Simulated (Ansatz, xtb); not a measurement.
## Relaxing a trial structure of CH2BF2O+

The starting geometry of this gas-phase singlet was built from a drawn formula by distance geometry; its bonds are those of `O[C@H](F)[B+]F`.

```xyz
7

C    -0.4445    1.0956    1.4630
B     0.9608    0.4193    1.0751
F    -1.2545    1.6774    0.5274
F     2.2183    0.2785    0.7337
O    -1.0876   -0.1689    1.8343
H    -0.6412   -0.4924    2.6096
H    -0.3604    1.6019    2.4434
```

Q: Where would you expect an optimisation with r2SCAN-D4/def2-SVP to take it?

A: It rearranges to `OB(F)[CH+]F`. Contacts that open: C1–O5 (1.47 → 2.47 Å). Contacts that close: B2–O5 (2.26 → 1.32 Å).

The energy falls by 2.77 eV over 49 steps:

| step | E − E(last) (eV) |
| --- | --- |
| 1 | 2.770 |
| 6 | 1.567 |
| 12 | 0.738 |
| 17 | 0.185 |
| 22 | 0.025 |
| 28 | 0.013 |
| 33 | 0.005 |
| 38 | 0.001 |
| 44 | 0.000 |
| 49 | 0.000 |

Final geometry (Å):

```xyz
7

C    -0.3586    1.7269    1.3530
B     0.3356    0.2601    1.6067
F    -1.5973    1.7952    1.2370
F     1.6365    0.2641    1.6890
O    -0.5428   -0.7176    1.6906
H    -0.2310   -1.6278    1.8440
H     0.1485    2.7105    1.2662
```

From the same start GFN2-xTB ends elsewhere, at `FB1[OH+][C@@H]1F`.

The end wasn't checked by frequencies. Run with Ansatz 0.2.0, 5 min on 1 thread of AMD EPYC (Zen 3), with other jobs on the host.
